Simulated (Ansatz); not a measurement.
Energy needed to pull apart C₂H₃NSi (SMILES CC1=[Si]=N1), closed shell, into free ground-state atoms, from the structure below (at a frame of a short PBE0-D4/def2-SVP trajectory); no zero-point or spin–orbit terms; open-shell atoms are treated unrestricted, in their ground-state multiplicity.

```
7
angstrom
C -0.2310 0.7655 -0.1451
C 0.1062 -0.6404 0.0562
Si 0.0688 -2.4545 -0.1070
N 0.9598 -1.1493 0.8391
H 0.5244 1.2425 0.5158
H 0.1709 1.0155 -1.1754
H -1.2849 0.9089 0.1066
```

Ansatz 0.2.0; basis: def2-TZVPP; cores frozen in the correlated methods.

| method | atomization energy (eV) |
| --- | --- |
| PBE-D4 | ? |
| r2SCAN-D4 | ? |
| PBE0-D4 | 28.86 |
| wB97M-V | 28.86 |
| HF | 19.28 |
| MP2 | 28.35 |
| CCSD | 26.93 |
| CCSD(T) | 27.61 |

(1) What does r2SCAN-D4 give? (An estimate is asked for; the value comes from the calculation.)

(2) What does PBE-D4 give? (An estimate is asked for; the value comes from the calculation.)

No T1 diagnostic of these runs exceeds 0.016.

## Answers

(1) The calculation gives: 28.59 eV, which is about 0.99 eV more than CCSD(T)/def2-TZVPP.

(2) By the calculation: 29.75 eV, which is about 2.14 eV more than CCSD(T)/def2-TZVPP.

In triple zeta the MP2 and coupled-cluster atomization energies are still short of their basis limit by a few kcal/mol a bond, whereas those of the functionals are nearly converged, so these differences are not deviations from converged CCSD(T).

For scale, one of the runs: CCSD(T)/def2-TZVPP forces, 177 basis functions, launched by `ansatz run in.yaml --threads 2 --pin off --events-out ev --progress --plain --max-ram 3481MiB`. Time: 5.2 min of wall clock on 2 CPU threads of an Intel Xeon; the host was shared. Peak host memory: 2.9 GiB.
